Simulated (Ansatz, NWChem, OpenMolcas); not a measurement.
# A ladder of methods for TlBr (SMILES [Br][Tl])

The species is TlBr (2 atoms), meant as a singlet with charge 0. SMILES: `[Br][Tl]`. Geometry: the measured bond length.

```xyz
2

Br    0.0000    0.0000    0.0000
Tl    0.0000    0.0000    2.6182
```

Each level gives the energy change with the Br1–Tl2 bond stretched from 2.618 to 3.927 Å (eV). The values are calculated.

| level | kind | program | value (eV) | CPU time (all runs) |
| --- | --- | --- | --- | --- |
| HF/def2-TZVPPD (core potential) (restricted) | Hartree–Fock | Ansatz | 1.47 | 8.9 s |
| SVWN5/def2-TZVPPD (core potential) (restricted) | LDA | OpenMolcas | 1.87 | 42 s |
| BLYP/def2-TZVPPD (core potential) (restricted) | GGA | Ansatz | 1.36 | 18 s |
| M06-L/def2-TZVPPD (core potential) (restricted) | meta-GGA | NWChem | 1.50 | 2.5 min |
| r2SCAN/def2-TZVPPD (core potential) (restricted) | meta-GGA | OpenMolcas | 1.69 | 60 s |
| r2SCAN0/def2-TZVPPD (core potential) (restricted) | hybrid meta-GGA | Ansatz | 1.76 | 40 s |
| wB97X/def2-TZVPPD (core potential) (restricted) | range-separated hybrid | Ansatz | 1.70 | 68 s |
| B2PLYP/def2-TZVPPD (core potential) (restricted) | double hybrid | OpenMolcas | 1.63 | 32 s |
| RPA@PBE/def2-TZVPPD (core potential) (restricted) | RPA | Ansatz | 1.55 | 46 s |

The first shape isn't each level's own minimum. The values span 1.36 to 1.87 eV. CPU times are rough (shared hosts, several kinds of processor): they show what a rung costs within a factor of a few.
